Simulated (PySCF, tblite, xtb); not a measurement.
Potential energy curve for HCl (cation, charge +1), doublet. Each curve is given relative to its own lowest point near equilibrium.

```
R / Å      A      B      C      D
-----  -----  -----  -----  -----
1.00   2.457  2.338  2.016  2.529
1.05   1.537  1.398  1.238  1.605
1.12   0.696  0.596  0.568  0.755
1.18   0.279  0.226  0.248  0.326
1.26   0.028  0.019  0.045  0.051
1.29   0.000  0.000  0.013  0.012
1.32   0.000  0.004  0.000  0.000
1.36   0.036  0.039  0.005  0.018
1.40   0.106  0.100  0.032  0.069
1.47   0.289  0.258  0.117  0.215
1.53   0.488  0.431  0.220  0.381
1.65   0.949  0.844  0.480  0.776
1.80   1.552  1.414  0.864  1.310
2.00   2.219  2.120  1.398  1.989
2.16   2.596  2.599  1.799  2.469
2.37   2.943  3.110  2.255  2.995
2.64   3.226  3.589  2.700  3.490
```

Energies in eV.

Question: Match the curves with the methods CASSCF(7,5)/cc-pVTZ (PySCF 2.14.0); GFN1-xTB (xtb); GFN2-xTB, 300 K electronic temperature (tblite); UHF/cc-pVTZ in PySCF.

Answer: A is UHF; B is GFN1-xTB; C is GFN2-xTB; D is CASSCF(7,5).

The scan ran from 1.00 to 5.29 Å; beyond the distances shown one of the unrestricted levels run for this scan, shown here or not, changes its spin distribution in one step. The unrestricted determinant behind UHF is spin-contaminated at 2.00 to 2.64 Å (<S²> up to 1.6, against 0.75 for a pure doublet).
